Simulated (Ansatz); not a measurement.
Compare A (`[OH][GeH2][O][SiH3]`) with its isomer B (`[OH][GeH]([OH])[SiH3]`).

Calculated with Ansatz (gas phase, PBE0-D4/def2-TZVP geometries, no zero-point term in ΔE). CBS: MP2 limit from def2 TZ/QZ plus the TZ coupled-cluster correction, frozen cores. DFT in def2-TZVPP. B3LYP here is the variant with VWN-RPA as its local correlation; programs differ in this. For Ge outer-core shells are correlated without core-valence functions, which leaves a few kJ/mol of doubt a bond. Scalar relativity is left out up to krypton. One conformer a species, not always the lowest.

Task: Which is lower in electronic energy at CCSD(T)/CBS, and by how much? (Best estimate.)

Result: Ansatz gave: A, by 22.4 kcal/mol.

Task: Give E(B) − E(A) in kcal/mol with B3LYP, PBE0-D4, B2PLYP, B3LYP-D4, CCSD(T)/def2-TZVPP, PBE-D4, HF/def2-TZVPP. (An estimate is asked.)

Result: The calculation gave: B3LYP 21.7, PBE0-D4 18.6, B2PLYP 23.1, B3LYP-D4 21.8, CCSD(T)/def2-TZVPP 22.9, PBE-D4 16.0, HF/def2-TZVPP 29.5. None reverses the order clearly.

Largest T1 diagnostic: 0.013.

From PBE to PBE0 (25 % exact exchange), in def2-TZVPP and without D4, E(B) − E(A) moves by +2.6 kcal/mol. In def2-TZVPP, CCSD(T) changes the Hartree–Fock value by −6.6 kcal/mol (the triples alone add −0.9 kcal/mol) and MP2 by −5.3 kcal/mol.
